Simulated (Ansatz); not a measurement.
Consider the cleavage of the B–Si bond: `O[SiH2][BH][ZnH]` + HCl → `Cl[BH][ZnH]` + `O[SiH3]`.

Calculated with Ansatz (gas phase, PBE0-D4/def2-TZVP geometries, no zero-point term in ΔE). CCSD(T)/CBS adds triple-zeta CCSD(T) − MP2 to the extrapolated MP2 energy (def2 sets, frozen cores). This one scheme is used for every species. Functionals use def2-TZVPP. B3LYP here is the variant with VWN-RPA as its local correlation; programs differ in this. For Zn outer-core shells are correlated without core-valence functions, which leaves a few kJ/mol of doubt a bond. Scalar relativity is left out up to krypton. Each species was taken in one conformer, which may not be the lowest.

`O[SiH2][BH][ZnH]`:

```xyz
9

O    -0.188    1.322   -1.125
Si   -0.726   -0.220   -0.826
B     0.164   -0.907    0.818
Zn    1.524    0.252    1.873
H    -0.541    1.772   -1.894
H    -2.215   -0.222   -0.661
H    -0.428   -1.104   -1.998
H    -0.132   -2.020    1.156
H     2.543    1.128    2.657
```

HCl:

Cartesian coordinates in Å:
```
Cl 0.178 0.612 -0.045
H -0.178 -0.612 0.045
```

`Cl[BH][ZnH]`:

```xyz
5

Cl   -0.075    2.110   -0.622
B     0.596    0.570   -0.120
Zn   -0.675   -1.036    0.249
H     1.790    0.582   -0.029
H    -1.636   -2.227    0.521
```

`O[SiH3]`:

Z-matrix (Å, degrees):
```
Si
O 1 1.648
H 1 1.489 2 111.7
H 1 1.489 2 111.7 3 120.9
H 1 1.481 2 105.9 3 -119.6
H 2 0.957 1 117.9 3 -60.5
```

```json
{"level": "PBE-D4", "ΔE (kJ/mol)": "-99.0", "difference from CCSD(T)/CBS": "5.1"}
{"level": "r2SCAN-D4", "ΔE (kJ/mol)": "-104.7", "difference from CCSD(T)/CBS": "-0.6"}
{"level": "PBE0-D4", "ΔE (kJ/mol)": "-99.8", "difference from CCSD(T)/CBS": "4.3"}
{"level": "B3LYP-D4", "ΔE (kJ/mol)": "-104.5", "difference from CCSD(T)/CBS": "-0.4"}
{"level": "ωB97X-V", "ΔE (kJ/mol)": "-104.1", "difference from CCSD(T)/CBS": "0.0"}
{"level": "ωB97M-V", "ΔE (kJ/mol)": "-107.6", "difference from CCSD(T)/CBS": "-3.5"}
{"level": "B2PLYP", "ΔE (kJ/mol)": "-110.8", "difference from CCSD(T)/CBS": "-6.7"}
{"level": "PBE", "ΔE (kJ/mol)": "-101.9", "difference from CCSD(T)/CBS": "2.2"}
{"level": "r2SCAN", "ΔE (kJ/mol)": "-105.6", "difference from CCSD(T)/CBS": "-1.5"}
{"level": "PBE0", "ΔE (kJ/mol)": "-102.5", "difference from CCSD(T)/CBS": "1.6"}
{"level": "B3LYP", "ΔE (kJ/mol)": "-109.1", "difference from CCSD(T)/CBS": "-5.0"}
{"level": "HF/def2-TZVPP", "ΔE (kJ/mol)": "-113.2", "difference from CCSD(T)/CBS": "-9.1"}
{"level": "MP2/def2-TZVPP", "ΔE (kJ/mol)": "-112.5", "difference from CCSD(T)/CBS": "-8.4"}
{"level": "SCS-MP2/def2-TZVPP", "ΔE (kJ/mol)": "-112.2", "difference from CCSD(T)/CBS": "-8.1"}
{"level": "CCSD/def2-TZVPP", "ΔE (kJ/mol)": "-102.7", "difference from CCSD(T)/CBS": "1.4"}
{"level": "CCSD(T)/def2-TZVPP", "ΔE (kJ/mol)": "-103.6", "difference from CCSD(T)/CBS": "0.5"}
{"level": "HF/def2-QZVPP", "ΔE (kJ/mol)": "-113.7", "difference from CCSD(T)/CBS": "-9.6"}
{"level": "MP2/def2-QZVPP", "ΔE (kJ/mol)": "-113.0", "difference from CCSD(T)/CBS": "-8.9"}
{"level": "SCS-MP2/def2-QZVPP", "ΔE (kJ/mol)": "-112.6", "difference from CCSD(T)/CBS": "-8.5"}
{"level": "HF/CBS(def2)", "ΔE (kJ/mol)": "-113.8", "difference from CCSD(T)/CBS": "-9.7"}
{"level": "MP2/CBS(def2)", "ΔE (kJ/mol)": "-113.0", "difference from CCSD(T)/CBS": "-8.9"}
{"level": "CCSD/CBS(def2)", "ΔE (kJ/mol)": "-103.2", "difference from CCSD(T)/CBS": "0.9"}
{"level": "CCSD(T)/CBS", "ΔE (kJ/mol)": "-104.1", "difference from CCSD(T)/CBS": "0"}
```

Largest T1 diagnostic among the species: 0.015.

The D4 term adds +4.6 kJ/mol with B3LYP and +2.7 kJ/mol with PBE0; it sums over pairs of atoms, weighted by their polarisabilities, and B3LYP, whose exchange is more repulsive, gets the larger term.
